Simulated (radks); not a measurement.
Coulomb parameter of the 4d shell of the zirconium ion Zr2+ in the model configuration [Kr] 4d0.5 5s1.5, as a second difference U = [E(n + 0.5) + E(n - 0.5) - 2 E(n)] / (0.5)^2 with all orbitals relaxed. "Bare": the charge of the atom changes with n. "Screened": the 5s shell takes up the change at fixed total charge, which measures U(4d,4d) + U(5s,5s) - 2 U(4d,5s). Method: Dirac Kohn-Sham, PBEsol, spin-unpolarised, spherical densities, finite nucleus; open shells are shared between the two j in proportion to 2j + 1; Fermi nuclear charge, rms radius 4.2694 fm; computed with a radial shooting solver on a logarithmic mesh with Libxc functionals.

| case | configuration | E - E(n) (eV) |
|---|---|---|
| start | [Kr] 4d0.5 5s1.5 | 0.000 |
| bare +0.5 | [Kr] 4d1 5s1.5 | -9.224 |
| bare -0.5 | [Kr] 5s1.5 | 11.937 |
| screened +0.5 | [Kr] 4d1 5s1 | -1.306 |
| screened -0.5 | [Kr] 5s2 | 1.594 |

U(bare) = 10.851 eV, U(screened by 5s) = 1.154 eV.
